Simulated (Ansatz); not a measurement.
Stepwise reaction of `[SH][Hf]([SH])([Cl])[Cl]` with hydrogen sulfide, as a gas-phase model of exchange steps in deposition or etching. ΔE in kJ/mol; ΔG adds harmonic PBE0-D4 terms to CCSD(T)/CBS, at 1 bar.

Gas-phase electronic energies from Ansatz, PBE0-D4/def2-TZVP geometries. CCSD(T)/CBS is the MP2 limit (def2-TZVPP, def2-QZVPP) plus CCSD(T) − MP2 in def2-TZVPP, frozen cores. This one scheme is used for every species. DFT in def2-TZVPP. B3LYP here is the variant with VWN-RPA as its local correlation; programs differ in this. def2 core potentials past Kr. For Hf outer-core shells are correlated without core-valence functions, which leaves a few kJ/mol of doubt a bond. One conformer a species, not always the lowest.

```
step                                                             reaction  PBE-D4  B3LYP-D4  ωB97M-V  CCSD(T)/CBS  ΔG(600 K)
   1  `[SH][Hf]([SH])([Cl])[Cl]` + H₂S → `[SH][Hf]([SH])([SH])[Cl]` + HCl    62.5      69.4     69.7         66.4       68.8
   2  `[SH][Hf]([SH])([SH])[Cl]` + H₂S → `[SH][Hf]([SH])([SH])[SH]` + HCl    65.0      71.0     71.6         68.4       68.5
```

**Question.** By hand: ΔE of the 2 steps together at CCSD(T)/CBS.

**Answer.** (66.4) + (68.4) = 134.8 kJ/mol, or 67.4 kJ/mol a step.

In ΔE the steps differ by no more than 2.0 kJ/mol. All are uphill at CCSD(T)/CBS. ΔG lies between 68.5 and 68.8 kJ/mol a step. PBE-D4 differs from CCSD(T)/CBS by -3.9 to -3.4 kJ/mol a step. Isolated molecules leave out the surface, adducts and barriers. Largest T1 diagnostic: 0.017.
